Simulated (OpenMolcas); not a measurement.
d2 ions of charge +4 down a group with 6 oxide ligands in octahedral coordination

| Property | Result |
| --- | --- |
| Program | OpenMolcas |
| Method | SS-CASPT2, IPEA 0.25 Eh, imaginary shift 0.1 Eh |
| Spin-orbit coupling | RASSI with atomic mean-field integrals over the reference wave functions |

The d shell is active; CASPT2 correlates the ligand valence shells and the outer metal core. Anionic complexes are neutralised by point charges behind the ligands. Distances were set from a Shannon-type radius of the metal (high-spin where two are listed) plus a fixed donor radius (O 1.38 Å). Ligand basis ANO-RCC-VDZP, DKH2 Hamiltonian. States (labels of O, the rotations of Oh). Energies in cm-1 above the lowest state or level, χT in cm3 K/mol; under a threefold ground state the first gap can be a small split of the lowest multiplet, not the spin-orbit step. Spin-only χT is S(S+1) / 2 for the spin of the ground state.

| Ion | Shell | R (Å) | Metal basis | Outer charge (e at Å behind ligand) | Ground state | First state of that spin | First gap with spin-orbit (degeneracies) | χT at 300 K | First state of another spin | Spin-only χT |
| --- | --- | --- | --- | --- | --- | --- | --- | --- | --- | --- |
| Cr4+ | 3d2 | 1.93 | ANO-RCC-VTZP | 1.3 at 3.2 | 3T1 | 3T2 20120 | 7 (2, 3) | 0.733 | 1T2 9960 | 1.000 |
| Mo4+ | 4d2 | 2.03 | ANO-RCC-VTZP | 1.3 at 2.4 | 3T1 | 3T2 16480 | 47 (2, 3) | 0.365 | 1T2 7120 | 1.000 |

The rows also differ in their outer charges, so part of each step comes from that.

χT departs most from the spin-only value for Mo4+, by -0.635 cm3 K/mol.

Roots that are degenerate in the reference are averaged as groups; the widest CASPT2 spread within a group is 120 cm-1 (the 3-fold group of multiplicity 1 near 22900 cm-1 above the lowest state of its run, Mo4+). Shifts and gaps below about the spread of the groups concerned are not significant. Over all roots computed the reference weight is 0.57 to 0.59 in Cr4+, 0.59 to 0.62 in Mo4+; a low but even weight reflects the number of correlated electrons. An orbital triplet at a regular site is open to Jahn-Teller coupling, which can distort the site and quench the lowest spin-orbit gaps and is left out. The oxide ions are held by bare point charges, a crude embedding. Ligand-to-metal charge-transfer states are missing. With no ligand orbital active B as a rule stays too high, so bands that hang on it stand too high and its fall with covalency is understated. With one d shell and no ligand orbital active, 10Dq can be off by a tenth or more. The least metal-like active orbital is 78 % on the metal (Löwdin) and no ligand orbital is active, so the numbers are rough (holds for Cr4+). The least metal-like active orbital is 71 % on the metal (Löwdin) and no ligand orbital is active, so the numbers are rough (holds for Mo4+). These CASPT2 states fit no ligand-field parameters well, so their order and spin gaps are uncertain (holds for Mo4+). No measured value stands beside these numbers; the geometry is a model, was not optimised and need not be the one that this ion takes.
